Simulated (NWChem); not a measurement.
System meant: C$_{5}$H$_{5}$, doublet; SMILES [C]1=CCC=C1

Input file for NWChem:

```
start job
memory heap 200 mb stack 900 mb global 1100 mb
geometry units angstroms noautoz
  C      1.257642     0.111377     0.000000
  C      0.459574     1.183059     0.000000
  C     -0.963383     0.644028     0.000000
  C     -0.782553    -0.857195     0.000000
  C      0.534930    -1.157315     0.000000
  H      0.718241     2.234153     0.000000
  H     -1.526200     0.985784     0.881729
  H     -1.526200     0.985784    -0.881729
  H     -1.608394    -1.560806     0.000000
  H      0.987014    -2.141804     0.000000
end
basis spherical
  * library def2-svp
end
dft
  odft
  mult 3
  xc xpbe96 cpbe96
  iterations 150
  mulliken
end
task dft energy
```

End of the output:

```
 Summary of "ao basis" -> "" (spherical)
 ------------------------------------------------------------------------------
       Tag                 Description            Shells   Functions and Types
 ---------------- ------------------------------  ------  ---------------------
 *                          def2-svp                  on all atoms

  pbe96 is a nonlocal functional; adding pw91lda local functional.

                                 NWChem DFT Module
                                 -----------------

 Summary of "ao basis" -> "ao basis" (spherical)
 ------------------------------------------------------------------------------
       Tag                 Description            Shells   Functions and Types
 ---------------- ------------------------------  ------  ---------------------
 C                          def2-svp                 6       14   3s2p1d
 H                          def2-svp                 3        5   2s1p

 Summary of "ao basis" -> "ao basis" (spherical)
 ------------------------------------------------------------------------------
       Tag                 Description            Shells   Functions and Types
 ---------------- ------------------------------  ------  ---------------------
 C                          def2-svp                 6       14   3s2p1d
 H                          def2-svp                 3        5   2s1p

      Symmetry analysis of basis
      --------------------------

        a'         67
        a"         28

  number of electrons :                   35
  multiplicity        :                    3
 ------------------------------------------------------------------------
  no. of electrons and multiplicity not compatible                  35
 ------------------------------------------------------------------------
 ------------------------------------------------------------------------
  current input line :
    25: task dft energy
 ------------------------------------------------------------------------
 ------------------------------------------------------------------------
 There is an error in the input file
 ------------------------------------------------------------------------
 For more information see the NWChem manual at https://nwchemgit.github.io

0: no. of electrons and multiplicity not compatible:Received an Error in Communication
```

Find the fault in this run and fix the input.

The input was rejected before any calculation. Cause: the multiplicity doesn't fit the number of electrons (an even count wants an odd multiplicity, and the reverse). This input runs:
```
start job
memory heap 200 mb stack 900 mb global 1100 mb
geometry units angstroms noautoz
  C      1.257642     0.111377     0.000000
  C      0.459574     1.183059     0.000000
  C     -0.963383     0.644028     0.000000
  C     -0.782553    -0.857195     0.000000
  C      0.534930    -1.157315     0.000000
  H      0.718241     2.234153     0.000000
  H     -1.526200     0.985784     0.881729
  H     -1.526200     0.985784    -0.881729
  H     -1.608394    -1.560806     0.000000
  H      0.987014    -2.141804     0.000000
end
basis spherical
  C library def2-svp
  H library def2-svp
end
dft
  odft
  mult 2
  xc xpbe96 cpbe96
  iterations 150
  mulliken
end
task dft energy
```
It converges to -193.01344 Ha (PBE/def2-SVP, spin-unrestricted).
